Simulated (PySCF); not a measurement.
B(Cl)(H)(SMe) (CH4BClS), SMILES CSBCl. Atoms are numbered in the order given.

```xyz
8

B     -0.5856     0.3990     0.0000
Cl    -0.0216     2.0678     0.0000
H     -1.7663     0.1770     0.0000
S      0.6100    -0.9182     0.0000
C     -0.4565    -2.4123     0.0000
H     -1.0853    -2.4388     0.8993
H      0.2123    -3.2829     0.0000
H     -1.0853    -2.4388    -0.8993
```
Charge 0, spin multiplicity 1.

Geometry: B3LYP-D3(BJ)/def2-SVP. Other conformers were not sampled.

These are B3LYP-D3(BJ)/def2-SVP run with PySCF 2.14.0 values and carry that method's errors.

Frequencies are harmonic and unscaled.

```tsv
mode	ν (cm⁻¹)	IR (km/mol)	Raman (Å⁴/amu)	depolarisation	moving atoms (share of kinetic energy)
1	39	0.0	0.2	0.75	H 93 %
2	154	0.1	0.8	0.75	B 38 %, H 26 %, C 16 %, Cl 12 %
3	182	1.6	0.3	0.40	S 32 %, C 24 %, H 18 %, Cl 13 %, B 12 %
4	298	2.2	6.7	0.43	Cl 44 %, S 22 %, C 19 %
5	699	3.5	19.1	0.18	C 51 %, S 31 %, H 11 %
6	756	11.5	4.1	0.23	B 55 %, S 17 %, Cl 11 %, H 10 %
7	778	7.9	1.3	0.75	H 68 %, B 31 %
8	889	102.1	4.1	0.72	B 43 %, H 40 %, Cl 9 %, S 8 %
9	958	3.3	3.3	0.75	H 84 %, C 15 %
10	985	3.9	5.2	0.53	H 77 %, C 16 %
11	1100	251.4	0.4	0.27	H 57 %, B 41 %
12	1335	5.1	2.6	0.72	H 86 %, C 13 %
13	1453	8.0	12.8	0.75	H 96 %
14	1454	8.2	19.0	0.75	H 95 %
15	2647	87.7	85.4	0.20	H 91 %, B 9 %
16	3059	16.0	138.5	0.01	H 98 %
17	3167	2.2	84.9	0.74	H 90 %, C 10 %
18	3170	2.8	60.6	0.75	H 90 %, C 10 %
```
